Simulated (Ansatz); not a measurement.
Species: C₂H₂Se, SMILES `C#C[SeH]` (charge 0, multiplicity 1).

### Question
Give a relaxed geometry from B3LYP-D3(BJ)/def2-TZVP (Ansatz, a quantum-chemistry and plane-wave program).

### Answer
the end point of this relaxation (outside a Z-matrix the atoms follow the SMILES, hydrogens last).
Cartesian coordinates (Å) in one orientation:
```xyz
5

C     -1.071    -0.260     0.962
C     -0.039    -0.228     0.345
Se     1.552    -0.325    -0.563
H     -1.984    -0.275     1.505
H      1.542     1.087    -0.990
```
